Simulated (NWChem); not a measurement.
All runs are NWChem calculations. System: 1,3,5-triazine (C3H3N3), charge 0, spin multiplicity 1, at a geometry optimised with PBE0/def2-SVP. Level: BHandHLYP/def2-SVP.

Job file:

```
start mol
memory heap 200 mb stack 900 mb global 1100 mb
geometry units angstroms nocenter noautoz
  C      0.000000     0.000000     1.290611
  N     -1.182069     0.000000     0.682464
  C     -1.117701     0.000000    -0.645299
  N      0.000000     0.000000    -1.364940
  C      1.117701     0.000000    -0.645299
  N      1.182069     0.000000     0.682464
  H      0.000000     0.000000     2.387956
  H     -2.068031     0.000000    -1.193975
  H      2.068031     0.000000    -1.193975
  symmetry group C2v
end
basis spherical
  * library def2-svp
end
dft
  xc bhlyp
  semidirect memsize 60000000 filesize 0
  iterations 100
end
task dft energy
```

Part of the output:

```
             Northwest Computational Chemistry Package (NWChem) 7.3.0
             --------------------------------------------------------

                                NWChem Input Module
                                -------------------

 Scaling coordinates for geometry "geometry" by  1.889725989
 (inverse scale =  0.529177249)

 Turning off AUTOSYM since
 SYMMETRY directive was detected!

                             Geometry "geometry" -> ""
                             -------------------------

 Output coordinates in angstroms (scale by  1.889725989 to convert to a.u.)

  No.       Tag          Charge          X              Y              Z
 ---- ---------------- ---------- -------------- -------------- --------------
    1 C                    6.0000     0.00000000     0.00000000     1.29061100
    2 N                    7.0000    -1.18206900     0.00000000     0.68246400
    3 C                    6.0000    -1.11770100     0.00000000    -0.64529900
    4 N                    7.0000     0.00000000     0.00000000    -1.36494000
    5 C                    6.0000     1.11770100     0.00000000    -0.64529900
    6 N                    7.0000     1.18206900     0.00000000     0.68246400
    7 H                    1.0000     0.00000000     0.00000000     2.38795600
    8 H                    1.0000    -2.06803100     0.00000000    -1.19397500
    9 H                    1.0000     2.06803100     0.00000000    -1.19397500

 Effective nuclear repulsion energy (a.u.)     212.5230271628

            Nuclear Dipole moment (a.u.)
            ----------------------------
        X                 Y               Z
 ---------------- ---------------- ----------------
     0.0000000000     0.0000000000     0.0000000000

      Symmetry information
      --------------------

 Group name             C2v
 Group number             16
 Group order               4
 No. of unique centers     6

      Symmetry unique atoms

     1    2    3    4    7    8


 Summary of "ao basis" -> "" (spherical)
 ------------------------------------------------------------------------------
       Tag                 Description            Shells   Functions and Types
 ---------------- ------------------------------  ------  ---------------------
 *                          def2-svp                  on all atoms

                                 NWChem DFT Module
                                 -----------------

 Summary of "ao basis" -> "ao basis" (spherical)
 ------------------------------------------------------------------------------
       Tag                 Description            Shells   Functions and Types
 ---------------- ------------------------------  ------  ---------------------
 C                          def2-svp                 6       14   3s2p1d
 N                          def2-svp                 6       14   3s2p1d
 H                          def2-svp                 3        5   2s1p

 Summary of "ao basis" -> "ao basis" (spherical)
 ------------------------------------------------------------------------------
       Tag                 Description            Shells   Functions and Types
 ---------------- ------------------------------  ------  ---------------------
 C                          def2-svp                 6       14   3s2p1d
 N                          def2-svp                 6       14   3s2p1d
 H                          def2-svp                 3        5   2s1p

      Symmetry analysis of basis
      --------------------------

        a1         41
        a2         11
        b1         31
        b2         16

            General Information
            -------------------
          SCF calculation type: DFT
          Wavefunction type:  closed shell.
          No. of atoms     :     9
          No. of electrons :    42
           Alpha electrons :    21
            Beta electrons :    21
          Charge           :     0
          Spin multiplicity:     1
          Use of symmetry is: on ; symmetry adaption is: on
          Maximum number of iterations: 100
          AO basis - number of functions:    99
                     number of shells:    45
          Convergence on energy requested:  1.00D-06
          Convergence on density requested:  1.00D-05
          Convergence on gradient requested:  5.00D-04

              XC Information
              --------------
                        BHLYP Method XC Functional
                     Hartree-Fock (Exact) Exchange  0.500
                        Slater Exchange Functional  0.500 local
                    Becke 1988 Exchange Functional  0.500 non-local
              Lee-Yang-Parr Correlation Functional  1.000

             Grid Information
             ----------------
          Grid used for XC integration:  medium
          Radial quadrature: Mura-Knowles
          Angular quadrature: Lebedev.
          Tag              B.-S. Rad. Rad. Pts. Rad. Cut. Ang. Pts.
          ---              ---------- --------- --------- ---------
          C                   0.70       49          10.0       434
          N                   0.65       49          10.0       434
          H                   0.35       45          11.0       434
          Grid pruning is: on
          Number of quadrature shells:   286
          Spatial weights used:  Erf1

          Convergence Information
          -----------------------
          Convergence aids based upon iterative change in
          total energy or number of iterations.
          Levelshifting, if invoked, occurs when the
          HOMO/LUMO gap drops below (HL_TOL):  1.00D-02
          DIIS, if invoked, will attempt to extrapolate
          using up to (NFOCK): 10 stored Fock matrices.

                    Damping( 0%)  Levelshifting(0.5)       DIIS
                  --------------- ------------------- ---------------
          dE  on:    start            ASAP                start
          dE off:    2 iters        100 iters           100 iters

      Screening Tolerance Information
      -------------------------------
          Density screening/tol_rho:  1.00D-10
          AO Gaussian exp screening on grid/accAOfunc:  14
          CD Gaussian exp screening on grid/accCDfunc:  20
          XC Gaussian exp screening on grid/accXCfunc:  20
          Schwarz screening/accCoul:  1.00D-08

      Superposition of Atomic Density Guess
      -------------------------------------

 Sum of atomic energies:        -277.10481339

      Non-variational initial energy
      ------------------------------

 Total energy =    -280.850643
 1-e energy   =    -795.699483
 2-e energy   =     302.325813
 HOMO         =      -0.309238
 LUMO         =      -0.027004

      Symmetry analysis of molecular orbitals - initial
      -------------------------------------------------

  Numbering of irreducible representations:

     1 a1          2 a2          3 b1          4 b2

  Orbital symmetries:

     1 a1          2 b1          3 a1          4 a1          5 b1
     6 a1          7 a1          8 a1          9 b1         10 a1
    11 b1         12 a1         13 b1         14 b2         15 a1
    16 a1         17 b1         18 b2         19 a2         20 a1
    21 b1         22 b2         23 a2         24 a1         25 b2
    26 a1         27 b1         28 a1         29 a1         30 b1
    31 b1

------------------------------------------------------------
EAF file 0: "./mol.aoints.0" size=524288 bytes
------------------------------------------------------------
               write      read    awrite     aread      wait
               -----      ----    ------     -----      ----
     calls:        1         0         0         0         0
   data(b): 5.24e+05  0.00e+00  0.00e+00  0.00e+00
   time(s): 0.00e+00  0.00e+00  0.00e+00  0.00e+00  0.00e+00
rate(mb/s): 0.00e+00  0.00e+00
------------------------------------------------------------

   convergence    iter        energy       DeltaE   RMS-Dens  Diis-err    time
 ---------------- ----- ----------------- --------- --------- ---------  ------
 d= 0,ls=0.0,diis     1   -279.8776250325 -4.92D+02  9.92D-03  8.07D-01     0.6
 d= 0,ls=0.0,diis     2   -279.9265667869 -4.89D-02  4.47D-03  5.90D-01     0.7
 d= 0,ls=0.0,diis     3   -279.9854518088 -5.89D-02  9.65D-04  1.09D-02     0.8
 d= 0,ls=0.0,diis     4   -279.9867934252 -1.34D-03  2.85D-04  1.62D-03     0.9
 d= 0,ls=0.0,diis     5   -279.9869813545 -1.88D-04  7.90D-05  4.14D-05     1.0
  Resetting Diis
 d= 0,ls=0.0,diis     6   -279.9869905497 -9.20D-06  2.44D-05  6.13D-06     1.1
 d= 0,ls=0.0,diis     7   -279.9869915026 -9.53D-07  1.45D-05  1.22D-06     1.2
 d= 0,ls=0.0,diis     8   -279.9869914491  5.35D-08  8.48D-06  1.86D-06     1.3

         Total DFT energy =     -279.986991449079
      One electron energy =     -798.406027173758
           Coulomb energy =      343.809365540320
    Exchange-Corr. energy =      -37.913356978467
 Nuclear repulsion energy =      212.523027162825

 Numeric. integr. density =       42.000001015591

     Total iterative time =      1.1s

                  Occupations of the irreducible representations
                  ----------------------------------------------

                     irrep           alpha         beta
                     --------     --------     --------
                     a1               11.0         11.0
                     a2                1.0          1.0
                     b1                7.0          7.0
                     b2                2.0          2.0

                       DFT Final Molecular Orbital Analysis
                       ------------------------------------

 Vector   19  Occ=2.000000D+00  E=-3.911505D-01  Symmetry=a2
              MO Center=  2.1D-11,  1.4D-15,  1.8D-01, r^2= 2.6D+00
   Bfn.  Coefficient  Atom+Function         Bfn.  Coefficient  Atom+Function
  ----- ------------  ---------------      ----- ------------  ---------------
    19      0.332587  2 N  py                75     -0.332587  6 N  py
    33     -0.269177  3 C  py                61      0.269177  5 C  py
    22     -0.245135  2 N  py                78      0.245135  6 N  py
    36     -0.171495  3 C  py                64      0.171495  5 C  py
    10      0.030603  1 C  d -2

 Vector   20  Occ=2.000000D+00  E=-3.495747D-01  Symmetry=a1
              MO Center=  3.6D-12, -4.2D-15, -5.3D-01, r^2= 3.1D+00
   Bfn.  Coefficient  Atom+Function         Bfn.  Coefficient  Atom+Function
  ----- ------------  ---------------      ----- ------------  ---------------
    48      0.448193  4 N  pz                51     -0.335624  4 N  pz
    20      0.234766  2 N  pz                76      0.234766  6 N  pz
    23     -0.176712  2 N  pz                79     -0.176712  6 N  pz
    34      0.162054  3 C  pz                62      0.162054  5 C  pz
    44      0.151815  4 N  s                 85      0.142509  7 H  s

 Vector   21  Occ=2.000000D+00  E=-3.495616D-01  Symmetry=b1
              MO Center= -3.6D-12, -1.1D-15,  5.3D-01, r^2= 3.1D+00
   Bfn.  Coefficient  Atom+Function         Bfn.  Coefficient  Atom+Function
  ----- ------------  ---------------      ----- ------------  ---------------
    18      0.377061  2 N  px                74      0.377061  6 N  px
    21     -0.282666  2 N  px                77     -0.282666  6 N  px
     4      0.200820  1 C  px                46      0.163605  4 N  px
    16      0.131488  2 N  s                 72     -0.131488  6 N  s
    20     -0.123236  2 N  pz                49     -0.123733  4 N  px

 Vector   22  Occ=0.000000D+00  E=-1.297538D-02  Symmetry=b2
              MO Center=  1.9D-11, -1.2D-15,  2.0D-01, r^2= 3.0D+00
   Bfn.  Coefficient  Atom+Function         Bfn.  Coefficient  Atom+Function
  ----- ------------  ---------------      ----- ------------  ---------------
     8      0.509170  1 C  py                50      0.422718  4 N  py
     5      0.420546  1 C  py                47     -0.332136  4 N  py
    36     -0.254600  3 C  py                64     -0.254600  5 C  py
    22     -0.211341  2 N  py                78     -0.211341  6 N  py
    33     -0.210289  3 C  py                61     -0.210289  5 C  py

 Vector   23  Occ=0.000000D+00  E=-1.296969D-02  Symmetry=a2
              MO Center= -1.9D-11,  1.6D-16, -2.0D-01, r^2= 3.0D+00
   Bfn.  Coefficient  Atom+Function         Bfn.  Coefficient  Atom+Function
  ----- ------------  ---------------      ----- ------------  ---------------
    36      0.440965  3 C  py                64     -0.440965  5 C  py
    22     -0.366088  2 N  py                78      0.366088  6 N  py
    33      0.364208  3 C  py                61     -0.364208  5 C  py
    19      0.287633  2 N  py                75     -0.287633  6 N  py
    10      0.036329  1 C  d -2              52     -0.030082  4 N  d -2

 Vector   24  Occ=0.000000D+00  E= 1.229217D-01  Symmetry=a1
              MO Center=  3.5D-13, -3.7D-16, -4.6D-04, r^2= 1.0D+01
   Bfn.  Coefficient  Atom+Function         Bfn.  Coefficient  Atom+Function
  ----- ------------  ---------------      ----- ------------  ---------------
    86      1.287988  7 H  s                 91      1.288322  8 H  s
    96      1.288322  9 H  s                  3     -0.800203  1 C  s
    31     -0.800381  3 C  s                 59     -0.800381  5 C  s
     9     -0.577379  1 C  pz                35      0.500172  3 C  px
    63     -0.500172  5 C  px                37      0.288796  3 C  pz

 center of mass
 --------------
 x =  -0.00000000 y =   0.00000000 z =  -0.00000014

 moments of inertia (a.u.)
 ------------------
         277.596802236980           0.000000000000           0.000000000000
           0.000000000000         555.194154098325           0.000000000000
           0.000000000000           0.000000000000         277.597351861345

     Multipole analysis of the density
     ---------------------------------

     L   x y z        total         alpha         beta         nuclear
     -   - - -        -----         -----         ----         -------
     0   0 0 0     -0.000000    -21.000000    -21.000000     42.000000

     1   1 0 0     -0.000000     -0.000000     -0.000000      0.000000
     1   0 1 0     -0.000000     -0.000000     -0.000000      0.000000
     1   0 0 1      0.000198      0.000099      0.000099      0.000000

     2   2 0 0    -26.055912    -89.996160    -89.996160    153.936407
     2   1 1 0      0.000000      0.000000      0.000000      0.000000
     2   1 0 1      0.000000      0.000000      0.000000      0.000000
     2   0 2 0    -25.018097    -12.509048    -12.509048      0.000000
     2   0 1 1     -0.000000     -0.000000     -0.000000      0.000000
     2   0 0 2    -26.056149    -89.996125    -89.996125    153.936100

 Task  times  cpu:        1.3s     wall:        1.3s

 Total times  cpu:        1.3s     wall:        1.3s
```
